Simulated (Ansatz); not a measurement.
## Which isomer of C2H4Sn gives these data?

These gas-phase data were calculated for one isomer of C2H4Sn at r2SCAN-D4/def2-SVP (harmonic, unscaled wavenumbers; equilibrium rotational constants with average atomic masses):

| Item | Value |
| --- | --- |
| rotational constants | 22.03, 4.563, 3.98 GHz |
| all wavenumbers above 1500 cm⁻¹ | 3205, 3182, 3108, 3100 |
| dipole moment | 0.31 D (PBE0/def2-TZVPD) |

Candidates:

(1) `C[CH]=[Sn]`, a singlet
(2) `[CH2]1[CH2][Sn]1`, a singlet

**Question.** Assign the data to one candidate and say why. Where the bands don't settle it, estimate the moments of inertia from typical bond lengths.

**Answer.** Candidate (2). The rotational constants decide: (1) would give 50.87, 2.834, 2.73 GHz.

The same quantities for all candidates:

|  | rotational constants (GHz) | wavenumbers above 1500 cm⁻¹ | dipole (D) | E above the lowest, r2SCAN-D4/def2-SVP (kcal/mol) |
| --- | --- | --- | --- | --- |
| (1) | 50.87, 2.834, 2.73 | 3103, 3048, 3039, 2984 | 0.42 | 8.3 |
| (2) | 22.03, 4.563, 3.98 | 3205, 3182, 3108, 3100 | 0.31 | 0.0 |

Atoms past krypton carry core potentials. Programs: Ansatz 0.2.0.
